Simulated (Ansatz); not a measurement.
MoO, quintet, at a GFN2-xTB geometry (such geometries of metal compounds can be far from the true shape) (core potentials on Mo); Ansatz (an electronic-structure program) with R2SCAN/def2-SV(P).

Input for Ansatz:
Ansatz 0.2 input:
```yaml
crystal:
  periodic: [false, false, false]
  atoms:
    - {symbol: Mo, position_ang: [-0.00000000, -0.00000000, -0.27431346]}
    - {symbol: O, position_ang: [0.00000000, 0.00000000, 1.44014566]}
basis:
  gaussian:
    orbitals: def2-SV_P_.json
hamiltonian:
  xc: r2scan
magnetization: {spin_polarized: true, initial_magnetization: 4}
accuracy: high
```
The basis file holds def2-SV(P) in the JSON format of the Basis Set Exchange.

Problem. Write the output that Ansatz gives for this input, abridged.

Solution. 
```
Functional definition: r2SCAN
808 factors; integrals over basis functions are off by at most 3.1e-9 eV
mean field evaluation 1: about -3889.9878 eV, gradient 4.1e1 eV
mean field evaluation 2: about -3747.8533 eV, gradient 1.3e2 eV
mean field evaluation 4: about -3897.5420 eV, gradient 1.6e1 eV
mean field evaluation 8: about -3898.9159 eV, gradient 3.0e-1 eV
mean field evaluation 16: about -3898.9082 eV, gradient 4.5e-4 eV
mean field evaluation 32: about -3898.9082 eV, gradient 3.3e-7 eV
mean field evaluation 64: about -3897.3070 eV, gradient 1.7e-3 eV
mean field -3898.90819571 eV, -143.2822334175 hartree, gradient 5.1e-8 eV, S^2 6.062286; 5 other end points of the search recorded, 0 dependent functions left out
reference -3898.90821120 eV, -143.2822339869 hartree; 13, 9 occupied and 25, 29 virtual orbitals, 808 factors
Total energy: -3898.90821120 eV, -143.2822339869 hartree
```
